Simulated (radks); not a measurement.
Results of a calculation; reference values are marked as such.
N+, configuration [He] 2s2 2p2. Code: a radial shooting solver on a logarithmic mesh with Libxc functionals. Model: non-relativistic Kohn-Sham, Slater X-alpha with alpha = 0.841, spin-polarised, spherical densities, point nucleus; open shells are filled with parallel spins first.

Unscreened Slater integrals over Kohn-Sham orbitals (cm^-1). They are taken over the spin-up orbitals.

integral    value
F0(2p,2p)  168100
F2(2p,2p)   77193
F0(2p,2s)  165700
G1(2p,2s)  101140
F0(2p,1s)  237760
G1(2p,1s)   27401
F0(2s,2s)  164720
F0(2s,1s)  232690
G0(2s,1s)   17988
F0(1s,1s)  902140

Derived for the open shells (J is the average intra-shell exchange parameter used in DFT+U). 2p: J = F2/5 = 15440 cm^-1; in LS coupling 1D lies 6 F2/25 = 18530 cm^-1 above 3P.
